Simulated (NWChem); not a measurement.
C$_{3}$H$_{6}$BF; SMILES C1CCB1F

```xyz
11

F      0.1553    -1.9365     0.0000
B     -0.0357    -0.6233     0.0000
C     -0.1044     0.4556     1.1537
C      0.1408     1.4942     0.0000
C     -0.1044     0.4556    -1.1537
H      0.6220     0.4371     1.9734
H     -1.1037     0.5601     1.5964
H      1.1727     1.8587     0.0000
H     -0.5279     2.3608     0.0000
H      0.6220     0.4371    -1.9734
H     -1.1037     0.5601    -1.5964
```
Atoms are numbered in this order, from 1.

Program: NWChem. Pople sets run with spherical d functions. Coordinates come from a B3LYP/6-31G* (spherical d) optimisation. B3LYP is NWChem's, with the RPA form of VWN correlation. GIAO values for the isolated, static molecule; σ is the absolute isotropic shielding, δ = σ(reference) − σ with the isolated reference molecule computed at the same levels (13C: tetramethylsilane, 19F: trichlorofluoromethane, 1H: tetramethylsilane).

Question: Estimate the computed values for B3LYP/6-31G*. Quantities: δ F1 (ppm); δ C3 (ppm); δ C4 (ppm); δ H6 (ppm); δ H7 (ppm); δ H8 (ppm); δ H9 (ppm).

Answer: 
* **δ F1 (ppm)**: -9.6
* **δ C3 (ppm)**: 23.0
* **δ C4 (ppm)**: 15.3
* **δ H6 (ppm)**: 1.33
* **δ H7 (ppm)**: 1.50
* **δ H8 (ppm)**: 1.65
* **δ H9 (ppm)**: 1.97
